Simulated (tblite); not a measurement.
A geometry optimisation, step by step.

C₇H₁₃GeP.
Atom-mapped SMILES: `[CH2:1]=[CH:2][Ge@:3]([CH3:4])([PH2:5])[CH2:6][C:7]#[C:8][CH3:9]` (hydrogens: H10, H11 on C1; H12 on C2; H13, H14, H15 on C4; H16, H17 on P5; H18, H19 on C6; H20, H21, H22 on C9)

Computed with GFN2-xTB (tblite), gas phase: L-BFGS steps from a force-field or distance-geometry start until the largest atomic force falls under 0.01 eV/Å. 3 of its 48 geometries are shown.

Step 0: E = -705.7538 eV, largest atomic force 1.682 eV/Å
```
atom  x, y, z in Å  |  force x, y, z in eV/Å
C1     -0.759    1.843   -1.202   -0.922  -0.330  -0.433
C2     -1.562    0.782   -1.102    0.658   0.611   0.096
Ge3    -1.255   -0.542    0.284   -0.650   0.512   0.220
C4     -2.695   -1.845    0.203   -0.533  -0.744   0.413
P5     -1.280    0.468    2.339    1.047   0.160   0.800
C6      0.428   -1.451   -0.004    1.647  -0.342   0.034
C7      1.540   -0.498    0.126    0.550   0.161   0.014
C8      2.453    0.289    0.243   -0.763  -0.671  -0.089
C9      3.547    1.240    0.373   -0.164   0.361   0.168
H10    -0.956    2.579   -1.973    0.302   0.080   0.168
H11     0.057    1.998   -0.517    0.038   0.050  -0.098
H12    -2.393    0.645   -1.775   -0.007   0.092  -0.123
H13    -2.697   -2.346   -0.772   -0.178   0.032   0.350
H14    -3.664   -1.348    0.369    0.378  -0.400  -0.106
H15    -2.538   -2.604    1.006   -0.328   0.433  -0.672
H16    -0.672   -0.667    3.010   -0.263   0.779  -0.522
H17    -0.017    1.161    2.118   -0.862  -0.659   0.180
H18     0.546   -2.260    0.755    0.045   0.397  -0.516
H19     0.446   -1.893   -1.011    0.108   0.028   0.316
H20     3.912    1.247    1.426   -0.182   0.030  -0.731
H21     3.177    2.264    0.108    0.391  -0.762   0.208
H22     4.370    0.958   -0.306   -0.312   0.183   0.323
```

Step 24: E = -706.0656 eV, largest atomic force 0.020 eV/Å
```
atom  x, y, z in Å  |  force x, y, z in eV/Å
C1     -0.777    1.882   -1.232   -0.015   0.001  -0.001
C2     -1.553    0.821   -1.088    0.005  -0.011   0.003
Ge3    -1.283   -0.534    0.325   -0.010   0.000   0.006
C4     -2.745   -1.892    0.215    0.015   0.013   0.001
P5     -1.272    0.512    2.415    0.009  -0.011  -0.010
C6      0.498   -1.460   -0.006   -0.007   0.003   0.000
C7      1.592   -0.533    0.116    0.007  -0.007   0.004
C8      2.467    0.277    0.243    0.009   0.007   0.002
C9      3.544    1.237    0.375    0.005   0.003   0.000
H10    -0.931    2.613   -2.013    0.007   0.005  -0.001
H11     0.054    2.064   -0.569   -0.011  -0.002  -0.014
H12    -2.377    0.671   -1.773    0.002  -0.006   0.013
H13    -2.750   -2.381   -0.755    0.004   0.008   0.001
H14    -3.710   -1.417    0.365    0.006   0.000   0.001
H15    -2.620   -2.653    0.980   -0.008   0.000  -0.004
H16    -0.664   -0.586    3.010   -0.010   0.007   0.008
H17    -0.044    1.101    2.152   -0.010  -0.001  -0.001
H18     0.610   -2.271    0.717    0.009  -0.009   0.006
H19     0.484   -1.891   -1.007   -0.009   0.007  -0.016
H20     3.910    1.251    1.402   -0.001  -0.003   0.000
H21     3.189    2.235    0.115    0.003   0.002   0.001
H22     4.368    0.974   -0.289    0.001  -0.004   0.001
```

Step 47: E = -706.0670 eV, largest atomic force 0.007 eV/Å
```
atom  x, y, z in Å  |  force x, y, z in eV/Å
C1     -0.794    1.874   -1.242   -0.006   0.004   0.001
C2     -1.559    0.808   -1.077   -0.003   0.002   0.000
Ge3    -1.273   -0.537    0.339    0.001   0.000  -0.002
C4     -2.740   -1.885    0.212   -0.002  -0.001   0.001
P5     -1.284    0.521    2.421   -0.003   0.001   0.003
C6      0.507   -1.458   -0.014    0.003  -0.001   0.001
C7      1.604   -0.535    0.117   -0.002   0.006  -0.001
C8      2.479    0.276    0.246    0.001  -0.001   0.001
C9      3.558    1.232    0.380    0.004   0.000   0.000
H10    -0.963    2.597   -2.027    0.000   0.001  -0.003
H11     0.045    2.067   -0.592    0.000  -0.003  -0.006
H12    -2.393    0.646   -1.749   -0.001   0.002  -0.002
H13    -2.744   -2.358   -0.766    0.000  -0.001   0.003
H14    -3.701   -1.403    0.363   -0.001   0.000   0.001
H15    -2.630   -2.659    0.967    0.004  -0.001  -0.001
H16    -0.690   -0.570    3.041    0.001  -0.004   0.000
H17    -0.053    1.108    2.172    0.000  -0.003  -0.004
H18     0.627   -2.285    0.689   -0.004   0.000   0.000
H19     0.482   -1.864   -1.025   -0.002   0.000   0.003
H20     3.922    1.246    1.407    0.002   0.000   0.003
H21     3.208    2.231    0.117    0.001   0.001   0.002
H22     4.382    0.965   -0.282    0.006  -0.002   0.000
```

**Question.** Summarise the path.

**Answer.** The energy falls by 0.3132 eV from step 0 to step 47; nine tenths of that is first reached at step 6. It falls at every step. The largest force goes from 1.682 to 0.007 eV/Å. Among the bonds Ge3–C6 changes most, from 1.934 to 2.035 Å; the atoms move by 0.069 Å rms after alignment.

**Question.** Follow the three bonds and two angles with the largest change from start to end.

**Answer.** 
```csv
step,E above end (eV),largest force (eV/Å),Ge3–C6 (Å),P5–H17 (Å),P5–H16 (Å),C2–C1–H10 (°),C1–C2–Ge3 (°)
0,0.3132,1.682,1.934,1.457,1.452,118.9,120.0
2,0.1635,3.679,2.024,1.379,1.386,121.9,121.8
4,0.0667,0.500,2.004,1.390,1.394,121.3,121.1
6,0.0216,0.194,2.015,1.384,1.386,123.2,121.4
8,0.0133,0.131,2.027,1.387,1.389,123.6,121.5
10,0.0088,0.119,2.036,1.386,1.389,123.4,121.8
12,0.0052,0.106,2.039,1.384,1.387,123.2,122.2
14,0.0036,0.045,2.035,1.386,1.388,123.2,122.4
16,0.0028,0.057,2.033,1.387,1.389,123.3,122.6
18,0.0022,0.034,2.034,1.387,1.389,123.2,122.9
20,0.0018,0.032,2.036,1.386,1.388,122.9,123.1
22,0.0015,0.022,2.036,1.387,1.388,122.6,123.2
25,0.0013,0.025,2.034,1.386,1.389,122.6,123.3
27,0.0011,0.021,2.033,1.386,1.388,122.7,123.5
29,0.0010,0.021,2.034,1.386,1.388,122.8,123.6
31,0.0008,0.021,2.035,1.386,1.389,122.8,123.7
33,0.0007,0.021,2.034,1.386,1.389,122.8,123.7
35,0.0005,0.024,2.034,1.386,1.388,122.8,123.7
37,0.0004,0.020,2.034,1.386,1.388,122.7,123.7
39,0.0003,0.022,2.036,1.386,1.389,122.7,123.7
41,0.0001,0.018,2.036,1.387,1.389,122.6,123.7
43,0.0001,0.012,2.035,1.386,1.388,122.6,123.7
45,0.0000,0.013,2.035,1.386,1.388,122.6,123.7
47,0.0000,0.007,2.035,1.386,1.388,122.7,123.7
```

The cost below is that of the whole relaxation. Hardware: one thread, Arm Neoverse N1 (aarch64), no GPU, shared host with 64 logical CPUs at a one-minute load of 54. Cost: 0.84 s of wall time.
